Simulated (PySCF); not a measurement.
Geometry:
| atom | x (Å) | y (Å) | z (Å) |
| --- | --- | --- | --- |
| Si1 | -1.082 | -1.538 | 0.014 |
| F2 | -2.014 | -2.878 | 0.024 |
| C3 | 0.038 | -1.533 | 1.512 |
| Si4 | 1.113 | -0.002 | 1.506 |
| F5 | 2.078 | -0.005 | 2.823 |
| C6 | 2.153 | 0.013 | -0.048 |
| Si7 | 1.045 | 0.015 | -1.557 |
| F8 | 1.956 | 0.024 | -2.911 |
| C9 | -0.032 | -1.513 | -1.533 |
| C10 | -0.047 | 1.532 | -1.516 |
| Si11 | -1.098 | 1.526 | 0.031 |
| F12 | -2.043 | 2.857 | 0.055 |
| C13 | -2.162 | -0.012 | 0.050 |
| C14 | 0.019 | 1.515 | 1.530 |
| H15 | 0.673 | -2.435 | 1.506 |
| H16 | -0.568 | -1.560 | 2.434 |
| H17 | 2.798 | 0.908 | -0.059 |
| H18 | 2.811 | -0.872 | -0.069 |
| H19 | -0.680 | -1.525 | -2.426 |
| H20 | 0.598 | -2.418 | -1.570 |
| H21 | 0.575 | 2.443 | -1.539 |
| H22 | -0.695 | 1.550 | -2.409 |
| H23 | -2.793 | -0.019 | 0.956 |
| H24 | -2.839 | -0.011 | -0.822 |
| H25 | 0.643 | 2.425 | 1.539 |
| H26 | -0.590 | 1.521 | 2.451 |

One conformer, one averaged value for each set of equivalent atoms, in vacuum, non-relativistic. Shieldings: GIAO PBE0/pcSseg-1; geometry: PBE0-D3(BJ)/def2-SVP; PySCF 2.14.0 with density-fitted response routines.

Referencing at the same level of theory: TMS for 13C (σref 184.41), 1H (σref 31.27), 29Si (σref 351.99); 19F (σref 177.25) against CFCl3.

```tsv
atoms	nucleus	count	δ (ppm)
H15/H16/H17/H18/H19/H20/H21/H22/H23/H24/H25/H26	1H	12	?
C3/C6/C9/C10/C13/C14	13C	6	?
Si1/Si4/Si7/Si11	29Si	4	31.5
F2/F5/F8/F12	19F	4	-174.2
```

Fill in the missing shifts.

## Answers


- C3/C6/C9/C10/C13/C14: 10.3 ppm, carbon bonded to 2 Si, 2 H
- H15/H16/H17/H18/H19/H20/H21/H22/H23/H24/H25/H26: 0.43 ppm, hydrogen on a carbon bonded to 2 Si

Shifts are as computed. Against solution values, carbons near 30 ppm lie about +2 ppm off and those near 130 ppm about +5 ppm (rms about the fit 1.9 ppm; single classes can miss by 10 ppm). Of 1328 compounds with measured shifts, 309 miss one by over three times the rms of a fit or turn the order of signals round; such compounds aren't used in these exercises. Signals without a measured value on file couldn't be tested in this way; 1H shifts scatter by 0.2 ppm about their fit, and single ones miss by 0.5 ppm. Unscaled 19F shifts against computed CFCl3 carry errors that often reach 10 to 50 ppm.
